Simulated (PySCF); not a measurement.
**Relaxation of singlet H2MoO2**

All numbers come from PySCF, PBE0, basis Mo def2-TZVP with ECP28, O def2-TZVP, H def2-TZVP (scalar-relativistic core potentials, no spin–orbit coupling, density fitting). A (50,194) grid was used.

A hand-made tetrahedral start, of C2v symmetry, held to at least that symmetry:

```xyz
5
charge 0 multiplicity 1, angstrom
Mo    0.0000    0.0000    0.2342
O     0.0000    1.4534   -0.7934
O     0.0000   -1.4534   -0.7934
H     1.3881    0.0000    1.2156
H    -1.3881    0.0000    1.2156
```

Question: What forces act on the atoms at the start (eV/Å)?

Answer: 
```
atom     Fx     Fy     Fz
 Mo1   0.00   0.00  -6.07
  O2   0.00  -4.28   3.23
  O3   0.00   4.28   3.23
  H4   0.20   0.00  -0.20
  H5  -0.20   0.00  -0.20
```

Question: What does it relax to?

Answer: It ends at C2v with Mo–H 1.716 Å (×2), Mo–O 1.663 Å (×2); H–Mo–H 119.8°, H–Mo–O 107.0° (×4), O–Mo–O 108.8°. A frequency run shows a minimum. Other isomers or separated fragments may lie lower.

Question: How much energy is released, and in how many steps?

Answer: 71.1 kJ/mol in 6 steps.

The relaxation took about 40 core-seconds on a shared host.
